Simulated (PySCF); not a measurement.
# Reading the logs of faulty runs: BCH5OSi

All numbers below are calculated, not measured. The program is PySCF 2.14.0, an open-source quantum chemistry code, run on an isolated molecule that a program drew, which may never have been made. The molecule is BCH5OSi (charge 0, singlet), drawn as the SMILES string `C=[SiH]BO`.

Each row is a Hartree-Fock (HF) and frozen-core CCSD(T) single point in the cc-pV(D+d)Z basis, meant for a local HF minimum. Run 1 is clean. Each other run has one planted mistake out of seven kinds, and not every kind appears here: one electron removed, one electron added, multiplicity raised by two, geometry at a saddle point, minimal basis STO-3G, one bond length entered in bohr, all coordinates scaled. The reference is restricted for singlets and unrestricted otherwise, and also for a bond in bohr. Adding or removing an electron swaps singlet and doublet. Electrons count all cores. HOMO and LUMO are orbital energies over both spins, the gradient is its largest component, and the lowest frequency (negative if imaginary) is given only where the gradient is small. Bond lengths are over the 8 bonds as drawn. T1 is the CCSD diagnostic: over 0.02 (restricted) or 0.045 (unrestricted) a single reference is doubtful.

Geometry of the clean run:
```xyz
9
BCH5OSi, angstrom
C    -1.6136    1.4456    0.2103
Si    0.0377    1.0902   -0.0116
B     1.4349    1.4109    1.4403
O     1.1205    1.9296    2.6410
H    -2.0028    1.8601    1.1356
H    -2.3662    1.2794   -0.5532
H     0.4868    0.5269   -1.3006
H     2.5921    1.1429    1.2645
H     0.2066    2.1369    2.7669
```

```
run,electrons,basis functions,<S^2>,HOMO (eV),LUMO (eV),gradient (hartree/bohr),lowest frequency (cm^-1),mean bond (Å),longest bond (Å),T1,HF (hartree),CCSD(T) (hartree),mistake
1,38,90,0.000,-8.49,1.39,1.3e-05,51,1.3604,2.040,0.0167,-429.24764,-429.81668,no fault
2,38,90,0.000,-8.74,1.61,5.6e-02,-,1.2978,1.946,0.0154,-429.22604,-429.78575,all coordinates scaled
3,37,90,0.756,-16.83,-6.54,6.2e-02,-,1.3604,2.040,0.0176,-428.98401,-429.50221,one electron removed
4,39,90,0.806,0.05,8.05,6.4e-02,-,1.3604,2.040,0.0184,-429.22208,-429.79749,one electron added
5,38,90,1.262,-8.22,1.47,3.9e-02,-,1.4810,2.050,0.0689,-429.12643,-429.67760,?
6,38,90,2.026,-6.47,0.37,1.2e-01,-,1.3604,2.040,0.0155,-429.19721,-429.72640,?
```

**Which mistake was planted in run 5, and what did it cost?**

The mean bond changes by a factor of 1.089 and the longest by 1.005, so the molecule wasn't scaled as a whole. A length L in bohr read as angstrom grows by (1/0.5292 - 1) L = 0.890 L. The 8 bonds together grew by 8 x 0.1206 = 0.965 Å, which gives L = 1.084 Å. That is the length of one of the C-H bonds, 1.085 Å in the clean geometry. So the mistake is: one bond length entered in bohr. Subtracting run 1 and multiplying by 627.51 kcal/mol a hartree, the energy moved by 76.1 kcal/mol in HF and 87.3 kcal/mol in CCSD(T).

**Which mistake was planted in run 6, and what did it cost?**

Electrons, basis and geometry are unchanged, and <S^2> is 2.026, beside S(S+1) = 2.00 for a multiplicity of 3. So the mistake is: multiplicity raised by two. Subtracting run 1 and multiplying by 627.51 kcal/mol a hartree, the energy moved by 31.6 kcal/mol in HF and 56.7 kcal/mol in CCSD(T).

Cautions from the logs. Run 4: the HOMO is above zero, so the electron isn't bound and the energy depends on the basis; run 5: T1 is over the limit, so its CCSD(T) energy is less reliable.
